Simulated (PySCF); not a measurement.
PySCF input file for CH12Si5, SMILES [SiH3][Si]1([SiH3])[SiH2]C[SiH2]1, SMD-PBE0/def2-SVP. Coordinates come from a B3LYP-D3(BJ)/def2-SVP optimisation. The structure was generated by enumeration, and PubChem lists no compound with its InChIKey, so it may never have been made.

```python
import numpy as np
from pyscf import gto, scf, dft
from pyscf.solvent import smd

mol = gto.M(
    atom='''
    Si   -1.44420560    2.33737525    0.00000000
    Si   -0.01638494    0.48526239    0.00000000
    Si    2.26613946    1.01216125   -0.00000000
    Si   -0.41544270   -1.34910414   -1.44672346
    C    -0.04922848   -2.54839557    0.00000001
    Si   -0.41544270   -1.34910414    1.44672346
    H    -1.20961158    3.17804374   -1.21178815
    H    -2.86423061    1.87789478    0.00000000
    H    -1.20961157    3.17804375    1.21178815
    H     2.63952833    1.80017062   -1.21234218
    H     2.63952833    1.80017063    1.21234216
    H     3.05308403   -0.25860993   -0.00000000
    H     0.43427903   -1.53629566   -2.66093164
    H    -1.85089801   -1.42379092   -1.85285485
    H    -0.59689947   -3.50351611    0.00000001
    H     1.03153213   -2.77391944   -0.00000000
    H    -1.85089800   -1.42379091    1.85285487
    H     0.43427904   -1.53629564    2.66093164
    ''',
    basis='def2-SVP',
    charge=0,
    spin=0,
    max_memory=1600,
    verbose=3,
)
mf = dft.RKS(mol, xc='pbe0').density_fit(auxbasis='def2-universal-jkfit')
mf.grids.level = 3
mf.conv_tol = 1e-9
mf.max_cycle = 100
mf.kernel()
res = {}
for name in ['water', 'cyclohexanone', 'acetonitrile']:
    s = mf.SMD()
    s.with_solvent.solvent, s.with_solvent.sasa_ng = name, 194
    s.kernel(mf.make_rdm1())
    res[name] = (s.e_tot, s.with_solvent.get_cds(), s.dip_moment(), s.mo_energy, s.converged)
    print(f'SMD {name}: dG(solv) = {(s.e_tot - mf.e_tot) * 627.509474:.3f} kcal/mol, of which CDS {res[name][1] * 627.509474:.3f}')
```

It prints:

```
converged SCF energy = -1491.63772574698
converged SCF energy = -1491.62954063118
Dipole moment(X, Y, Z, Debye):  0.25015, -0.94214, -0.00000
SMD water: dG(solv) = 5.136 kcal/mol, of which CDS 6.126
converged SCF energy = -1491.6376418271
Dipole moment(X, Y, Z, Debye):  0.22583, -0.91352, -0.00000
SMD cyclohexanone: dG(solv) = 0.053 kcal/mol, of which CDS 0.957
converged SCF energy = -1491.63856102832
Dipole moment(X, Y, Z, Debye):  0.24239, -0.93327, -0.00000
SMD acetonitrile: dG(solv) = -0.524 kcal/mol, of which CDS 0.439
```

Self-consistency was reached.
